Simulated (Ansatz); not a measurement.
Diatomic SiNi, closed-shell singlet (the spin of the measured ground state). No spin–orbit coupling. Ni is treated without relativity. The T1 diagnostic near the minimum is 0.067, so single-reference values are doubtful.

```json
[
 {"level": "SVWN5/def2-TZVPP", "bond energy D_e (kcal/mol)": "107.49"},
 {"level": "PBE/def2-TZVPP", "bond energy D_e (kcal/mol)": "84.70"},
 {"level": "r2SCAN/def2-TZVPP", "bond energy D_e (kcal/mol)": "70.25"},
 {"level": "B97M-V/def2-TZVPP", "bond energy D_e (kcal/mol)": "65.36"},
 {"level": "B3LYP/def2-TZVPP", "bond energy D_e (kcal/mol)": "54.85"},
 {"level": "PBE0/def2-TZVPP", "bond energy D_e (kcal/mol)": "48.22"},
 {"level": "BHLYP/def2-TZVPP", "bond energy D_e (kcal/mol)": "6.82"},
 {"level": "CAM-B3LYP/def2-TZVPP", "bond energy D_e (kcal/mol)": "47.21"},
 {"level": "wB97X-V/def2-TZVPP", "bond energy D_e (kcal/mol)": "50.02"},
 {"level": "wB97M-V/def2-TZVPP", "bond energy D_e (kcal/mol)": "51.89"},
 {"level": "CCSD/def2-TZVPP", "bond energy D_e (kcal/mol)": "35.27"},
 {"level": "CCSD/def2-QZVPP", "bond energy D_e (kcal/mol)": "40.13"},
 {"level": "CCSD(T)/def2-TZVPP", "bond energy D_e (kcal/mol)": "65.32"},
 {"level": "CCSD(T)/def2-QZVPP", "bond energy D_e (kcal/mol)": "70.12"},
 {"level": "CCSD(T)/CBS(def2-TZVPP, def2-QZVPP)", "bond energy D_e (kcal/mol)": "73.69"}
]
```

The rows run from 6.82 (BHLYP/def2-TZVPP) to 107.49 kcal/mol (SVWN5/def2-TZVPP). From def2-TZVPP to def2-QZVPP CCSD(T) changes by 4.80. The 10 functionals in def2-TZVPP without D3 or D4 span 100.67, from BHLYP to SVWN5.

D_e counts from the fitted minimum to each atom's lowest state at the same level, without counterpoise. The singlet is restricted.

Correlated levels freeze the inner cores; with def2 sets outer-core shells near the valence are correlated too. CBS(a, b) extrapolates the correlation energy as X⁻³ and adds the Hartree–Fock energy of set b.

Doubts at one or more of the structures used: T1 above 0.05 (CCSD/def2-TZVPP, CCSD/def2-QZVPP, CCSD(T)/def2-TZVPP, CCSD(T)/def2-QZVPP, CCSD(T)/CBS(def2-TZVPP, def2-QZVPP)); a restricted determinant that unrestricted orbitals would lower (CCSD/def2-TZVPP, CCSD/def2-QZVPP, CCSD(T)/def2-TZVPP, CCSD(T)/def2-QZVPP, CCSD(T)/CBS(def2-TZVPP, def2-QZVPP)).

Programs: Ansatz (Gaussian basis) for Hartree–Fock, density functionals and correlated methods.

Ansatz is a program for electronic structure.
